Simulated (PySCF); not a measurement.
Species: C₃H₇BO.
Atom-mapped SMILES: `[BH2:1][C:2](=[CH2:3])[O:4][CH3:5]` (hydrogens: H6, H7 on B1; H8, H9 on C3; H10, H11, H12 on C5)

Level of theory: PBE0-D3(BJ)/def2-SVP geometry optimisation, gas phase in PySCF 2.14.0.

(1) What internal coordinates does the optimisation give?

Answers

(1) 
```
                  bond  length (Å)   order
                 B1–C2       1.548  single
                 C2=C3       1.356  double
                 C2–O4       1.356  single
                 O4–C5       1.400  single
          B1–H6, B1–H7       1.207  single
                 C3–H8       1.089  single
                 C3–H9       1.095  single
C5–H10, C5–H11, C5–H12       1.102  single
```

Bonds in one row agree within 0.01 Å and their mean is given. Orders are formal, as drawn. A selection of angles:
```
     angle  degrees
  C2–B1–H6    123.6
  C2–B1–H7    117.3
  H6–B1–H7    119.1
  B1–C2–C3    117.5
  B1–C2–O4    125.6
  C3–C2–O4    116.8
  C2–C3–H8    119.9
  C2–C3–H9    121.2
  H8–C3–H9    118.8
  C2–O4–C5    118.8
 O4–C5–H10    106.6
 O4–C5–H11    112.2
H10–C5–H11    108.7
H11–C5–H12    108.2
```

Dihedral angles: B1–C2–O4–C5 2° (synperiplanar).

O4 (ether oxygen) is bent (angle 118.8°). Of the pairs four or more bonds apart, C5···H6 is among the closest relative to their van der Waals radii: 2.76 Å, 95 % of the sum of Bondi's values. The 5 heavy atoms lie in one plane (0.007 Å rms). The 2 C–O bonds span 1.356 Å (C2–O4, drawn single) to 1.400 Å (O4–C5, drawn single), a spread of 0.044 Å. B1 (three-coordinate boron) is planar (angles 123.6°, 119.1° and 117.3°, sum 360.0°, 0.00 Å off the plane of its three neighbours).

Whether it is a minimum is left open (no frequencies). The numbers are those of one conformer.
